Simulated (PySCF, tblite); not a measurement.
Isomers of C6H12N (doublet state). Computed with GFN2-xTB (tblite): harmonic, unscaled wavenumbers at the GFN2-xTB geometry, gas phase. Errors from tens to a few hundred cm⁻¹ against measured bands are possible. One conformer each. Open shells enter through the occupations alone, without spin polarisation, and single modes of such species can be off by tens of per cent.

Electronic energies: B3LYP/pcH-1 single points on the GFN2-xTB geometries (PySCF, gas phase).

| SMILES | electronic energy, lowest = 0 (kJ/mol) |
| --- | --- |
| C=C[C@](C)(N)[CH]C | 0.0 |
| C[CH]N1CC[C@H]1C | 3.7 |
| C=C(CC)CC[NH] | 22.9 |
| C[C@@H](N)[C]1CCC1 | 18.5 |

**Question.** How do GFN2-xTB zero-point energies change the relative energies?

**Answer.** 
```csv
SMILES,ZPE (kJ/mol),of it from modes above 1550 cm⁻¹,electronic (kJ/mol),"with ZPE, lowest = 0 (kJ/mol)",lowest mode (cm⁻¹),rings
C=C[C@](C)(N)[CH]C,429.0,241.7,0.0,0.0,68,0
C[CH]N1CC[C@H]1C,436.7,214.1,3.7,11.4,76,1
C[C@@H](N)[C]1CCC1,438.2,227.3,18.5,27.7,18i,1
C=C(CC)CC[NH],433.7,225.5,22.9,27.6,67,0
```

The zero-point energies span 9.2 kJ/mol, from `C=C[C@](C)(N)[CH]C` to `C[C@@H](N)[C]1CCC1`. Slightly imaginary modes are left out of the zero-point energy: `C[C@@H](N)[C]1CCC1` 17.8i cm⁻¹. The lowest isomer stays, but the order above it changes.

**Question.** And how do the electronic energies of GFN2-xTB itself compare?

**Answer.** `C=C[C@](C)(N)[CH]C` 111.5; `C[CH]N1CC[C@H]1C` 0.0; `C[C@@H](N)[C]1CCC1` 55.5; `C=C(CC)CC[NH]` 107.5 kJ/mol, lowest = 0. Against the energies above, taken from the same isomer `C=C[C@](C)(N)[CH]C`, the largest difference is 115.2 kJ/mol.

**Question.** What do entropy and thermal enthalpy add at 298.15 K and 1 bar (rigid rotor, harmonic oscillator, one conformer each)?

**Answer.** 
```tsv
SMILES	point group	symmetry number	S (J/(mol K))	H − H(0) (kJ/mol)	ZPE + H − H(0) − TS (kJ/mol)
C=C[C@](C)(N)[CH]C	C1	1	396.8	27.99	338.6
C[CH]N1CC[C@H]1C	C1	1	382.3	25.19	347.9
C=C(CC)CC[NH]	C1	1	380.4	25.06	345.3
```

S holds R ln(2S + 1) for the spin.

Not tabulated: `C[C@@H](N)[C]1CCC1` (lowest mode only 18i cm⁻¹).
